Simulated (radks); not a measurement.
Question: Coherent X-ray form factor from a spherical all-electron density. All-electron calculation, Dirac Kohn-Sham, BLYP, spin-unpolarised, spherical densities, point nucleus. Program: a radial shooting solver on a logarithmic mesh with Libxc functionals.

sin(theta)/lambda (1/angstrom)  f0 (electrons)
0.05                                    18.239
0.1                                     16.767
0.15                                    15.243
0.2                                     13.721
0.25                                    12.273
0.3                                     10.995
0.4                                      9.086
0.5                                      7.899
0.6                                      7.121
0.8                                      5.948
1                                        4.849
1.25                                     3.631
1.5                                      2.727
2                                        1.756

The species is in the configuration that NIST lists as its ground one. Which atom or ion scatters so?

Answer: Neutral potassium, [Ar] 4s1. Extrapolating in s^2 from the first two rows gives f0(0) = 18.7, near the electron count 19; among species with that count, the fall with angle is slower the higher Z, and the table is that of Z = 19; from so few rows the species is fixed only to a neighbour or two.
